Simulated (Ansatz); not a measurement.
Molecule: LiI, net charge 0, singlet state. 
Coordinates optimised at B3LYP-D3(BJ)/def2-TZVP (Ansatz, a program for electronic structure):
SMILES: [Li][I]
```xyz
2

Li     0.0000     0.0000    -2.2643
I      0.0000     0.0000     0.1282
```
Charge 0, spin multiplicity 1.

Basis-set convergence of Hartree-Fock and MP2 correlation energies (hartree) with Ansatz. Valence correlation only, unless marked. No spin-orbit coupling. The frozen core is the preceding noble-gas configuration, with the filled d and f shells of earlier blocks. In def2 rows, elements after Kr have scalar-relativistic effective core potentials.

| basis | functions | E(HF) | E(corr, MP2) |
|---|---|---|---|
| def2-SVPD | 47 | -304.18223 | -0.10826 |
| def2-TZVPPD | 81 | -304.19371 | -0.14539 |
| def2-QZVPPD | 126 | -304.19557 | -0.16711 |

Extrapolating the two largest sets (X = 3 and 4) as X^-3: E(corr) = (64·(-0.16711) - 27·(-0.14539))/37 = -0.1830 Eh, an estimate of the basis-set limit. The largest set recovers 91.3 % of it, the smallest 59.2 %.
